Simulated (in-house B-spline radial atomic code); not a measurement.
Ionising the selenium ion Se⁸⁺ with different functionals

Computed with an all-electron radial atomic-structure program (B-spline basis): four-component Dirac-Coulomb Hamiltonian, Fermi nucleus of rms radius 4.14 fm, spin-restricted, spherical fractional occupations for the functionals, and exact exchange of hybrids averaged over the configuration. The ionisation energy is the difference of two self-consistent energies, [Ar] 3d8 → [Ar] 3d7, without Breit or QED terms; ε is the level of the shell that loses the electron (mean over j). The electron is taken from both j subshells in proportion to 2j + 1, so the result is a j average, not the step between ground levels.

```csv
method,rung,ΔSCF (eV),-ε(3d) (eV)
BHandHLYP,global hybrid,223.28,216.04
CAM-B3LYP,range-separated hybrid,223.51,212.01
HSE06,range-separated hybrid,?,?
LC-wPBE,range-separated hybrid,?,?
```

Task: What does LC-wPBE give?

Result: ΔSCF 223.48 eV, and -ε(3d) = 211.61 eV.

Task: What does HSE06 give?

Result: ΔSCF 223.38 eV, and -ε(3d) = 210.46 eV.

Task: Among the functionals, which spreads more, the ΔSCF values or the orbital energies?

Result: The orbital energies: ΔSCF values span about 0.23 eV and the orbital energies 5.58 eV; here energy differences depend much less on the functional than eigenvalues do.

Task: How do they compare with the NIST value?

Result: NIST lists 219 eV ± 2.2 (tabulated theory, ground level to ground level). Errors run from +4.28 to +4.51 eV. The correlated functionals all miss on the same side by more than they spread, so the cause is common to them (Breit-QED terms, spin polarisation, the choice among j levels, multiplet and fine-structure energies, or a listed next ion that isn't the cheapest removal here) and closeness doesn't rank the functionals.
